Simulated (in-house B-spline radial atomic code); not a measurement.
The niobium ion Nb⁺ is squeezed into an impenetrable sphere of radius R (the orbitals vanish at R). No spin polarisation. Computed with a radial B-spline atomic code at the basis-set limit: scalar-relativistic (X2C) PBE, spherical fractional occupations, Fermi nucleus of rms radius 4.324 fm.

Energies in eV above the free ion in [Kr] 4d4:

```
R (bohr)  highest level (eV)  [Kr] 4d4  [Ar] 3d10 4s2 4p5 4d4 4f1  [Ar] 3d9 4s2 4p6 4d4 4f1
    9.11               -9.29  0.004686                      44.93                     215.9
    5.82               -8.66     0.443                      49.73                     220.8
       5               -7.79     1.339                      53.15                     224.2
    4.56               -6.94     2.444                      56.13                     227.1
    3.66               -3.22     8.993                      68.57                     238.8
    3.01                3.74     26.65                      93.63                     261.9
    2.57                14.3     62.98                      137.7                     303.3
    2.14                36.5     164.6                      250.1                     412.1
    1.78                77.1     406.4                      502.7                     665.3
    1.34                 208      1429                       1525                      1726
```

**Question.** Does [Ar] 3d10 4s2 4p5 4d4 4f1 fall below [Kr] 4d4 under compression?

**Answer.** No, it stays above over the whole range.

**Question.** Does [Ar] 3d9 4s2 4p6 4d4 4f1 fall below [Kr] 4d4 under compression?

**Answer.** No, it stays above over the whole range.

The highest level is first positive in the row R = 3.01 bohr, pushed up by confinement above the zero of the free ion's potential. Each configuration is held fixed and needn't be the lowest in the sphere.
